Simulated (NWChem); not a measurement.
Program: NWChem. System: CH4F2Si, charge 1, spin multiplicity 2, at the geometry of a parent with another charge or spin, in a state set for the comparison that need not be this species' ground state. Its SCF solution wasn't tested for a lower state. Level: UPBE/3-21G.

Input file:

```
start mol
memory heap 200 mb stack 900 mb global 1100 mb
charge 1
geometry units angstroms nocenter noautoz noautosym
  F      1.722702     0.073620     0.846151
  C      1.074735    -0.572123    -0.203417
  Si    -0.805389    -0.328826    -0.096102
  F     -1.189551     1.230840    -0.429994
  H      1.468598    -0.191956    -1.175193
  H      1.306284    -1.664463    -0.169808
  H     -1.282165    -0.642226     1.289718
  H     -1.464043    -1.205199    -1.124192
end
basis spherical
  * library 3-21g
end
dft
  xc xpbe96 cpbe96
  odft
  mult 2
  semidirect memsize 60000000 filesize 0
  iterations 100
end
task dft energy
```

Output (cleaned and shortened):

```
             Northwest Computational Chemistry Package (NWChem) 7.3.0
             --------------------------------------------------------

                                NWChem Input Module
                                -------------------

 Scaling coordinates for geometry "geometry" by  1.889725989
 (inverse scale =  0.529177249)

                             Geometry "geometry" -> ""
                             -------------------------

 Output coordinates in angstroms (scale by  1.889725989 to convert to a.u.)

  No.       Tag          Charge          X              Y              Z
 ---- ---------------- ---------- -------------- -------------- --------------
    1 F                    9.0000     1.72270200     0.07362000     0.84615100
    2 C                    6.0000     1.07473500    -0.57212300    -0.20341700
    3 Si                  14.0000    -0.80538900    -0.32882600    -0.09610200
    4 F                    9.0000    -1.18955100     1.23084000    -0.42999400
    5 H                    1.0000     1.46859800    -0.19195600    -1.17519300
    6 H                    1.0000     1.30628400    -1.66446300    -0.16980800
    7 H                    1.0000    -1.28216500    -0.64222600     1.28971800
    8 H                    1.0000    -1.46404300    -1.20519900    -1.12419200

 Effective nuclear repulsion energy (a.u.)     170.3244256550

            Nuclear Dipole moment (a.u.)
            ----------------------------
        X                 Y               Z
 ---------------- ---------------- ----------------
    -0.0000056692    -0.0000113384     0.0000151178


 Summary of "ao basis" -> "" (spherical)
 ------------------------------------------------------------------------------
       Tag                 Description            Shells   Functions and Types
 ---------------- ------------------------------  ------  ---------------------
 *                           3-21g                    on all atoms

  pbe96 is a nonlocal functional; adding pw91lda local functional.

                                 NWChem DFT Module
                                 -----------------
[...]
              MO Center= -1.1D-01, -2.2D-01, -9.1D-03, r^2= 3.5D+00
   Bfn.  Coefficient  Atom+Function         Bfn.  Coefficient  Atom+Function
  ----- ------------  ---------------      ----- ------------  ---------------
    30      0.675657  3 Si py                37     -0.408927  4 F  s
    48      0.406236  8 H  s                  6     -0.375251  1 F  s
    26      0.345098  3 Si py                18      0.337558  2 C  pz
    17      0.302904  2 C  py                44      0.297742  6 H  s
    15      0.258943  2 C  s                  9      0.226131  1 F  pz

 Vector   23  Occ=0.000000D+00  E=-2.065261D-01
              MO Center= -3.9D-02, -3.4D-01, -1.8D-01, r^2= 3.6D+00
   Bfn.  Coefficient  Atom+Function         Bfn.  Coefficient  Atom+Function
  ----- ------------  ---------------      ----- ------------  ---------------
    31      0.522718  3 Si pz                46     -0.493558  7 H  s
    18      0.482325  2 C  pz                30     -0.452152  3 Si py
     6     -0.415240  1 F  s                 37      0.359640  4 F  s
    48      0.335341  8 H  s                 42      0.327468  5 H  s
    16      0.254886  2 C  px                27      0.244669  3 Si pz

   alpha - beta orbital overlaps
   -----------------------------

   alpha      1      2      3      4      5      6      7      8      9     10
    beta      1      2      3      4      5      6      7      8      9     10
 overlap   1.000  1.000  1.000  1.000  1.000  0.933  0.933  1.000  1.000  1.000

   alpha     11     12     13     14     15     16     17     18     19     20
    beta     11     12     13     14     15     16     17     18     19     21
 overlap   1.000  0.990  0.984  1.000  0.980  0.976  0.973  0.966  0.999  0.993

   alpha     21     22     23     24     25     26     27     28     29     30
    beta     20     22     23     24     25     26     27     28     29     30
 overlap   0.999  0.996  0.994  0.997  0.999  0.960  0.959  0.996  1.000  0.999

   alpha     31     32     33     34     35     36     37     38     39     40
    beta     31     32     33     34     35     36     37     38     39     40
 overlap   0.998  0.999  1.000  0.911  0.910  1.000  0.999  0.999  0.999  1.000

   alpha     41     42     43     44     45     46     47     48
    beta     41     42     43     44     46     45     47     48
 overlap   0.985  0.983  0.991  0.989  0.837  0.837  1.000  1.000

     --------------------------
     Expectation value of S2:
     --------------------------
      <S2> =      0.7509 (Exact =     0.7500)

 center of mass
 --------------
 x =   0.01203872 y =   0.11487005 z =   0.03659322

 moments of inertia (a.u.)
 ------------------
         223.026842030511          90.259789356681        -124.887547688586
          90.259789356681         518.483395623459          20.156758755489
        -124.887547688586          20.156758755489         582.881946819240

     Multipole analysis of the density
     ---------------------------------

     L   x y z        total         alpha         beta         nuclear
     -   - - -        -----         -----         ----         -------
     0   0 0 0      1.000000    -21.000000    -20.000000     42.000000

     1   1 0 0      0.326212     -0.218663      0.544881     -0.000006
     1   0 1 0     -1.345506     -0.610261     -0.735234     -0.000011
     1   0 0 1     -0.459331     -0.302848     -0.156499      0.000015

     2   2 0 0    -15.184714   -123.941994   -116.600385    225.357666
     2   1 1 0     -0.350973     21.554416     20.539508    -42.444896
     2   1 0 1     -1.242720    -29.129720    -27.603410     55.490410
     2   0 2 0    -18.695569    -49.597675    -47.066534     77.968640
     2   0 1 1      0.698548      3.936852      4.000756     -7.239060
     2   0 0 2    -19.088171    -33.497893    -31.380107     45.789829

 Task  times  cpu:       25.0s     wall:       25.0s

 Total times  cpu:       25.1s     wall:       25.1s
```
